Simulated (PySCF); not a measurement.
TiCl3, SMILES [Ti+]([Cl])([Cl])[Cl], charge +1, multiplicity 1. Geometry optimised at PBE0-D3(BJ)/def2-SVP. The multiplicity is an assumed one; other spin states were not compared. The isomer is the one that the SMILES or the coordinates give; other isomers of the formula were not compared.

Task: Give the equilibrium geometry at PBE0-D3(BJ)/def2-SVP (PySCF confirms it by a frequency run) as Cartesian coordinates in Å, and its point group. (The exact figures need the calculation; the answer reports its results.)

Result: point group C3v.
```xyz
4

Ti     0.0000     0.0000     0.4818
Cl     1.7134     0.9892    -0.2078
Cl     0.0000    -1.9785    -0.2078
Cl    -1.7134     0.9892    -0.2078
```
Charge +1, spin multiplicity 1.
